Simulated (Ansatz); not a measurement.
One change: `CCCCC(=O)CC` becomes `CCCCC(=O)CCCC`.

Ansatz, PBE0-D4/def2-TZVP geometries, multiplicity 1. Each molecule was computed in one conformer, which needn't be the lowest.

```csv
property,`CCCCC(=O)CC`
size of the dipole moment (PBE/def2-TZVPP) / D,2.68
HOMO–LUMO gap (PBE0/def2-TZVPP) / eV,6.58
HOMO–LUMO gap (B3LYP/def2-TZVPP) / eV,6.08
HOMO energy (B3LYP/def2-TZVPP) / eV,-6.73
HOMO energy (PBE0/def2-TZVPP) / eV,-6.95
HOMO energy (ωB97M-V/def2-TZVPP) / eV,-9.36
```

(1) Give the same properties after the change, and the shifts. (Best estimate.)

## Answers

(1) Computed: 
```
                                      property  `CCCCC(=O)CCCC`  shift
size of the dipole moment (PBE/def2-TZVPP) / D             2.63  -0.05
          HOMO–LUMO gap (PBE0/def2-TZVPP) / eV             6.74   0.16
         HOMO–LUMO gap (B3LYP/def2-TZVPP) / eV             6.24   0.16
           HOMO energy (B3LYP/def2-TZVPP) / eV            -6.79  -0.06
            HOMO energy (PBE0/def2-TZVPP) / eV            -7.02  -0.07
         HOMO energy (ωB97M-V/def2-TZVPP) / eV            -9.43  -0.07
```

With PBE0 the HOMO falls by 0.07 eV and the LUMO rises by 0.11 eV, so the gap widens by about 0.18 eV. PBE moves the HOMO by -0.08 eV and ωB97M-V by -0.07 eV. Dipoles are sizes alone; their direction can turn.

Positive LUMOs are unbound, so they and the gaps depend on the basis.

B3LYP here is the variant with VWN-RPA as its local correlation; programs differ in this.
